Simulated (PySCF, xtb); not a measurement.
3,3,3-trifluoro-2-methylprop-1-ene (C₄H₅F₃), SMILES FC(C(=C)C)(F)F.

xtb with GFN2-xTB at its own geometry gives an orbital gap of 5.19 eV and a dipole moment of 3.37 D.

Geometry: PBE0-D3(BJ)/def2-SVP.

What does ωB97X/def2-TZVP run with PySCF give? (An estimate is asked for; the answer gives what the named calculation found.)

gap 12.24 eV (levels -10.53 and 1.71 eV), dipole 2.31 D.
